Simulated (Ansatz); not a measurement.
Gas-phase reaction R1 → 3 P1 + P2, each structure at its B3LYP-D3(BJ)/def2-TZVP stationary point, reached from a drawn start (curvature not checked).
P1: H atom, charge 0, multiplicity 2.
P2: N atom, charge 0, multiplicity 4.
R1: NH3 (SMILES N), charge 0, multiplicity 1.

P less R. No zero-point or thermal terms; singlets are restricted closed shells; open shells are unrestricted.

Frozen-core correlation throughout.

The values were computed with Ansatz (a quantum-chemistry and plane-wave program) with Gaussian orbitals. No computed number here is a measurement.

```json
[
 {"level": "HF/cc-pVQZ", "reaction energy (kJ/mol)": "838.7"},
 {"level": "PBE/def2-TZVPP", "reaction energy (kJ/mol)": "1259.2"},
 {"level": "r2SCAN/def2-TZVPP", "reaction energy (kJ/mol)": "1228.0"},
 {"level": "B3LYP/def2-TZVPP", "reaction energy (kJ/mol)": "1255.5"},
 {"level": "PBE0/def2-TZVPP", "reaction energy (kJ/mol)": "1230.8"},
 {"level": "CAM-B3LYP/def2-TZVPP", "reaction energy (kJ/mol)": "1256.3"},
 {"level": "B2PLYP/def2-TZVPP", "reaction energy (kJ/mol)": "1237.6"},
 {"level": "CCSD/cc-pVQZ", "reaction energy (kJ/mol)": "…"},
 {"level": "CCSD(T)/cc-pVQZ", "reaction energy (kJ/mol)": "…"}
]
```

Task: Some entries are withheld; supply them.

Result: 
- CCSD/cc-pVQZ, reaction energy (kJ/mol): 1214.1
- CCSD(T)/cc-pVQZ, reaction energy (kJ/mol): 1229.5
